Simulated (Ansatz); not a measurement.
The first iterations of a band of FH$_{3}$O$_{2}$Zn (7 atoms, charge 0, multiplicity 1).

Theory: RKS B3LYP-D4/def2-SVP in Ansatz.

* movable images: 7
* climbing image: yes
* spring: 5.0 eV/Å²
* optimiser: fire
* start path: through a guess of the saddle point
* force threshold: 0.05 eV/Å
* iteration limit: 60
* end points: relaxed
* largest step: 0.02 Å

First end point:

```xyz
7
Properties=species:S:1:pos:R:3
Zn -0.219 -0.193 -0.463
O 0.026 -0.997 1.191
O -0.687 0.169 -2.143
H 0.793 0.235 1.334
F 1.120 1.031 0.808
H -0.735 -1.240 1.731
H -0.298 0.996 -2.457
```

Last end point:

```xyz
7
Properties=species:S:1:pos:R:3
Zn 0.205 0.415 -0.495
O 0.051 -0.997 1.129
O -0.707 0.081 -1.997
H 0.576 -0.316 1.610
F 1.200 1.208 0.797
H -0.764 -1.148 1.628
H -0.561 0.758 -2.671
```

| iteration | highest image above the first end (eV) | largest band force component (eV/Å) |
| --- | --- | --- |
| 1 | 0.587 | 4.782 |
| 2 | 0.489 | 3.442 |
| 3 | 0.399 | 2.244 |
| 4 | 0.318 | 1.430 |
| 5 | 0.252 | 1.069 |
| 6 | 0.198 | 0.893 |
| 7 | 0.155 | 0.715 |
| 8 | 0.132 | 0.669 |
| 9 | 0.100 | 0.600 |
| 10 | 0.094 | 0.579 |
| 11 | 0.082 | 0.532 |
| 12 | 0.071 | 0.477 |
| 13 | 0.066 | 0.465 |
| 14 | 0.057 | 0.438 |

Q: Does the band converge within its limit, and where does its top end?

A: It converged. It ended after 42 iterations with the highest image 0.011 eV above the first end. Another band between the same ends (7 images) ends at a top of the same energy, where a vibrational analysis finds 1 clearly imaginary mode. The orbitals stay closed-shell, which can raise the energy where a bond breaks towards radicals; this wasn't checked here.

Time of the run: 5.6 min on 2 threads of Intel(R) Xeon(R) 6975P-C (Granite Rapids), with other jobs on the host, peak memory 0.2 GiB.
